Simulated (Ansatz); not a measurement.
Computed with Ansatz on PBE0-D4/def2-TZVP structures; ΔE is electronic, products minus reactants. CBS: MP2 limit from def2 TZ/QZ plus the TZ coupled-cluster correction, frozen cores. This one scheme is used for every species. Functionals use def2-TZVPP. B3LYP here is the variant with VWN-RPA as its local correlation; programs differ in this. HSE06 is defined as in plane-wave codes. def2 core potentials past Kr. For In outer-core shells are correlated without core-valence functions, which leaves a few kJ/mol of doubt a bond. Each species was taken in one conformer, which may not be the lowest.

Reaction (cleavage of the In–Si bond): `[F][InH][SiH3]` + H₂S → `[F][InH][SH]` + SiH₄

| level | ΔE (kJ/mol) | difference from CCSD(T)/CBS |
| --- | --- | --- |
| PBE-D4 | -51.2 | 9.6 |
| revPBE-D4 | -52.6 | 8.2 |
| r2SCAN-D4 | -60.0 | 0.8 |
| PBE0-D4 | -54.1 | 6.7 |
| B3LYP-D4 | -58.0 | 2.8 |
| r2SCAN0-D4 | -60.1 | 0.7 |
| HSE06-D4 | -54.3 | 6.5 |
| BHLYP-D4 | -62.3 | -1.5 |
| CAM-B3LYP-D4 | -59.5 | 1.3 |
| ωB97X-V | -59.6 | 1.2 |
| ωB97M-V | -59.7 | 1.1 |
| B2PLYP | -62.0 | -1.2 |
| PBE-QIDH | -61.0 | -0.2 |
| PBE | -51.1 | 9.7 |
| revPBE | -51.0 | 9.8 |
| BLYP | -55.8 | 5.0 |
| r2SCAN | -60.0 | 0.8 |
| PBE0 | -54.2 | 6.6 |
| B3LYP | -57.9 | 2.9 |
| r2SCANh | -60.1 | 0.7 |
| r2SCAN0 | -60.2 | 0.6 |
| HSE06 | -54.4 | 6.4 |
| BHLYP | -62.8 | -2.0 |
| CAM-B3LYP | -59.7 | 1.1 |
| LC-ωPBE | -57.1 | 3.7 |
| RPA@PBE/def2-TZVPP | -58.8 | 2.0 |
| HF/def2-SVP | -68.0 | -7.2 |
| MP2/def2-SVP | -69.5 | -8.7 |
| CCSD/def2-SVP | -61.6 | -0.8 |
| CCSD(T)/def2-SVP | -62.1 | -1.3 |
| HF/def2-TZVPP | -71.3 | -10.5 |
| MP2/def2-TZVPP | -65.9 | -5.1 |
| SCS-MP2/def2-TZVPP | -65.7 | -4.9 |
| CCSD/def2-TZVPP | -59.6 | 1.2 |
| CCSD(T)/def2-TZVPP | -60.5 | 0.3 |
| HF/def2-QZVPP | -71.0 | -10.2 |
| MP2/def2-QZVPP | -65.9 | -5.1 |
| SCS-MP2/def2-QZVPP | -65.9 | -5.1 |
| HF/CBS(def2) | -71.0 | -10.2 |
| CCSD/CBS(def2) | -59.8 | 1.0 |
| CCSD(T)/CBS | -60.8 | 0 |

Largest T1 diagnostic among the species: 0.016.

In def2-TZVPP, CCSD(T) changes the Hartree–Fock value by +10.8 kJ/mol (the triples alone add −0.9 kJ/mol) and MP2 by +5.4 kJ/mol. From PBE to PBE0 (25 % exact exchange), in def2-TZVPP and without D4, ΔE moves by −3.1 kJ/mol.
